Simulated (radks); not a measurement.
Values are calculated unless marked as measured or tabulated.
Species: Ga III. Configuration: [Ar] 3d10 4d1 (not the ground configuration).

Code: a radial shooting solver on a logarithmic mesh with Libxc functionals. Model: Dirac Kohn-Sham, LDA (Slater exchange, Perdew-Zunger correlation), spin-unpolarised, spherical densities, point nucleus; open shells are shared between the two j in proportion to 2j + 1.

Energy parts (eV):
total: -52776.710
kinetic: 53804.961
electron-nucleus: -126707.588
Hartree: 22085.693
exchange-correlation: -1959.775

Orbitals (lengths in bohr, moments of r in powers of bohr; r(90%) holds 90 % of the orbital's charge):
| orbital | occ. | eigenvalue (eV) | r(90%) | <r> | <r^2> |
|---|---|---|---|---|---|
| 1s1/2 | 2 | -10233.89 | 0.0870 | 0.04867 | 0.003187 |
| 2s1/2 | 2 | -1284.934 | 0.338 | 0.2180 | 0.05611 |
| 2p1/2 | 2 | -1141.747 | 0.309 | 0.1885 | 0.04364 |
| 2p3/2 | 4 | -1114.143 | 0.314 | 0.1920 | 0.04515 |
| 3s1/2 | 2 | -173.0104 | 0.979 | 0.6531 | 0.4929 |
| 3p1/2 | 2 | -126.6952 | 1.04 | 0.6723 | 0.5334 |
| 3p3/2 | 4 | -123.0594 | 1.05 | 0.6832 | 0.5506 |
| 3d3/2 | 4 | -45.0258 | 1.35 | 0.7876 | 0.7979 |
| 3d5/2 | 6 | -44.5547 | 1.36 | 0.7931 | 0.8091 |
| 4d3/2 | 0.4 | -10.4736 | 5.61 | 3.762 | 16.15 |
| 4d5/2 | 0.6 | -10.4511 | 5.62 | 3.771 | 16.23 |

The highest occupied level is 4d5/2 at -10.451 eV. The density falls to 0.001 e/bohr^3 at r = 4.33 bohr. Summed over all electrons, <r^2> = 28.88 bohr^2, which gives a Langevin (diamagnetic) susceptibility term of -22.9 x 10^-6 cm^3/mol.
